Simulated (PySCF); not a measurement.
**Ga²⁺: ionisation energy**

Ga²⁺ [Ar] 3d10 4s1 (2S) → Ga³⁺ [Ar] 3d10 (1S), as a difference of total energies. Computed with PySCF 2.14 in x2c-TZVPPall with one added diffuse shell each of s, p, d type (7s6p5d1f, 57 functions), with the spin-free X2C one-electron Hamiltonian (Gaussian nucleus). Correlated levels: valence and next inner shell: [Ne] frozen. The calculations carry no spin-orbit coupling.

```csv
method,ionisation energy (eV),error (eV)
UHF,29.629,-1.097
LDA,31.869,+1.143
PBE,31.548,+0.822
PBE0,31.161,+0.435
r2SCAN,31.288,+0.562
r2SCAN0,31.044,+0.318
wB97X,30.679,-0.047
PW91,31.634,+0.908
B97-3,31.002,+0.276
MP2 (valence and next inner shell),30.176,-0.550
SCS-MP2 (valence and next inner shell),30.074,-0.652
```

Reference: 30.726 eV (measured; NIST Atomic Spectra Database, ionization energies).

Errors of the correlated levels include the incompleteness of this basis and the frozen core.
